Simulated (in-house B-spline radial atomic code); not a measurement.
I⁶⁺. Computed with a B-spline radial atomic code. Model: all-electron spherical atom, spin shells full or empty, radial basis limit, no spin-orbit coupling: exact exchange with a local potential (Slater, KLI or optimised effective potential, whose far tail is KLI's), no correlation.

Empty minority-spin level lies below the highest occupied level: each spin potential is zero at infinity, spin occupations fixed.

Exchange potential has not reached -1/r at the last radius.

The run also made RPA and GW results, which its time includes.

The Slater potential averages the orbital exchange potentials with the orbital densities as weights, KLI adds orbital constants, and the optimised effective potential minimises the exact-exchange energy among local potentials. So their energies lie above Hartree-Fock in the order OEP, KLI, Slater. All fall off as −1/r, unlike LDA and GGA exchange.

Command:
```bash
python run_gw.py task.json out
```
Settings (nuclear radius in fm, other lengths in bohr, energies in hartree):
```
Z                      53
electrons              47
configuration          [Kr] 4d10 5s1
hamiltonian            x2c
method                 oep
lmax                   9
rms_radius             4.75
spin_polarised         True
box_radius             9.29
intervals              98
ion_configuration      [Kr] 4d10
```

Cost of the run: 31 s on 1 thread of Arm Neoverse N1 (shared host).

Given: hamiltonian one-electron scalar X2C; mean-field start exchange-only OEP.

Computed: energy above Hartree-Fock 16.555 millihartree.

```
radius (bohr)  r times exchange potential up (hartree bohr)  r times exchange potential down (hartree bohr)
     0.000943                                     -0.047097                                       -0.047353
      0.00118                                     -0.058804                                       -0.059124
      0.00147                                     -0.073023                                       -0.073422
      0.00184                                     -0.090957                                       -0.091457
      0.00229                                      -0.11243                                        -0.11306
      0.00286                                      -0.13903                                        -0.13981
      0.00358                                      -0.17157                                        -0.17254
      0.00447                                      -0.21002                                        -0.21124
      0.00558                                      -0.25503                                        -0.25656
      0.00696                                      -0.30626                                        -0.30818
      0.00869                                      -0.36295                                        -0.36537
       0.0109                                      -0.42335                                         -0.4264
       0.0136                                      -0.47964                                         -0.4835
       0.0169                                      -0.52423                                        -0.52913
       0.0211                                      -0.54685                                        -0.55313
       0.0264                                      -0.53324                                        -0.54143
       0.0329                                             ?                                               ?
       0.0411                                      -0.50589                                        -0.51916
       0.0514                                      -0.63119                                        -0.64711
       0.0641                                        -0.792                                         -0.8113
       0.0801                                      -0.91123                                        -0.93528
          0.1                                      -0.94985                                        -0.98024
        0.125                                      -0.88164                                        -0.92047
        0.156                                      -0.84771                                        -0.89587
        0.195                                       -1.0691                                         -1.1276
        0.243                                       -1.2805                                         -1.3541
        0.304                                       -1.3292                                         -1.4231
        0.379                                       -1.1275                                         -1.2467
        0.473                                      -0.81215                                        -0.94961
        0.591                                       -1.1649                                         -1.3401
        0.738                                       -1.3991                                         -1.6255
        0.922                                       -1.4107                                         -1.6891
         1.15                                       -1.2317                                         -1.5789
         1.44                                      -0.99417                                         -1.3852
         1.79                                      -0.96038                                         -1.2226
         2.24                                             ?                                               ?
          2.8                                       -1.0302                                         -1.0729
```

(1) What belongs in the row 0.0329?

(2) What belongs in the row 2.24?

| occupied | level (hartree) | Hartree-Fock level (hartree) |
| --- | --- | --- |
| 1s up | -1212.8 | -1227.8 |
| 1s down | -1213.1 | -1227.8 |
| 2s up | -189.96 | -195.7 |
| 2s down | -190.26 | -195.69 |
| 2p up | -170.88 | -175.8 |
| 2p down | -171.19 | -175.8 |
| 3s up | -40.777 | -43.273 |
| 3s down | -41.083 | -43.258 |
| 3p up | -34.566 | -36.647 |
| 3p down | -34.872 | -36.641 |
| 3d up | -25.225 | -26.694 |
| 3d down | ? | ? |
| 4s up | ? | ? |
| 4s down | -9.8162 | -10.45 |
| 4p up | -7.568 | -8.2958 |
| 4p down | -7.8676 | -8.2831 |
| 4d up | -4.6979 | -5.0044 |
| 4d down | -4.991 | -4.9916 |
| 5s up | -3.1661 | -3.165 |

(3) What belongs in the row 3d down?

(4) What belongs in the row 4s up?

```
  empty  level (hartree)
5s down          -3.3442
5p down                ?
  5p up                ?
4f down           -2.154
5d down          -2.0319
  5d up          -1.9479
  4f up          -1.9331
6s down          -1.7353
  6s up          -1.6873
```

(5) What belongs in the row 5p down?

(6) What belongs in the row 5p up?

## Answers

(1) r times exchange potential up (hartree bohr): -0.49458; r times exchange potential down (hartree bohr): -0.50519.

(2) r times exchange potential up (hartree bohr): -1.0172; r times exchange potential down (hartree bohr): -1.1181.

(3) level (hartree): -25.53; Hartree-Fock level (hartree): -26.691.

(4) level (hartree): -9.5157; Hartree-Fock level (hartree): -10.482.

(5) level (hartree): -2.7995.

(6) level (hartree): -2.6569.

The highest level, 5s up, differs from Hartree-Fock by -0.029 eV and the deepest, 1s down, by +400 eV: a local potential can match the highest level but can't give each shell its own exchange.
